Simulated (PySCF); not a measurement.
# Spin–orbit doublets of 2p levels

Species: C7H12P2.
SMILES with atom numbers: `[CH:1]#[C:2][CH2:3]/[P:4]=[P:5]/[C:6]([CH3:7])([CH3:8])[CH3:9]`

Computed, not measured: PySCF 2.14.0, delta-SCF UKS SCAN, pcX-2 on the ionised atom, pcseg-1 elsewhere, spin-free X2C. Binding energies are ΔSCF values: E(core-ionised, relaxed orbitals) − E(ground state) at a fixed geometry, referred to the vacuum level. Spin–orbit and ligand-field terms were added within each 2p shell after the spin-free SCF. The splitting includes the ligand field, and 2p3/2 is the mean of two sublevels.

```json
{"atom": "P4", "mean of the 2p shell (eV)": "136.079", "splitting (eV)": "0.892"}
{"atom": "P5", "mean of the 2p shell (eV)": "135.883", "splitting (eV)": "0.893"}
```

Problem. Where do the two lines of each doublet lie?

Solution. 2p3/2 = mean − splitting/3 and 2p1/2 = mean + 2 × splitting/3:

```json
{"atom": "P4", "environment": "phosphorus bonded to C and P", "2p3/2 (eV)": "135.78", "2p1/2 (eV)": "136.67"}
{"atom": "P5", "environment": "phosphorus bonded to C and P", "2p3/2 (eV)": "135.59", "2p1/2 (eV)": "136.48"}
```

Problem. What are the 1s binding energies of the same atoms?

Solution. P4 2149.28 eV; P5 2149.08 eV.

Problem. Which Kα1 and Kα2 emission energies and wavelengths follow?

Solution. The photon carries the difference of the 1s-hole and 2p-hole states, both at the ground state's geometry; λ = 12398.42 eV Å/E.

```
atom  Kα1 (eV)  Kα2 (eV)  λ(Kα1) (Å)  λ(Kα2) (Å)
  P4   2013.50   2012.61      6.1576      6.1604
  P5   2013.49   2012.60      6.1577      6.1604
```

Over the 2 phosphorus sites the 1s value ranges over 0.20 eV, 2p3/2 over 0.19 eV and Kα1, their difference, over 0.01 eV.

Problem. And the 1s levels of the other atoms?

Solution. C1 (terminal alkyne carbon) 289.88 eV; C7/C8/C9 (methyl carbon) 290.48 eV; C6 (sp3 carbon bound to phosphorus) 290.51 eV; C2 (alkyne carbon) 290.53 eV; C3 (sp3 carbon bound to phosphorus) 291.11 eV.

One atom of each set of topologically equivalent atoms was ionised and stands for the set; in this conformer not all members are related by symmetry, and their own values weren't computed. Spin contamination (⟨S²⟩ against 0.75 for a pure doublet) is marked for C 1s of C2 (0.87), which makes this value less certain. Isolated species at its PBE0-D3(BJ)/def2-SVP geometry (one conformer only).

Hardware: Intel Xeon Platinum 8488C, one thread, shared host. Cost: 3.6 min wall, 0.85 GiB resident at most.

The values belong to the conformer `[CH:1]#[C:2][CH2:3]/[P:4]=[P:5]/[C:6]([CH3:7])([CH3:8])[CH3:9]`: C2–C3–P4–P5 116°, P4–P5–C6–C7 122°.
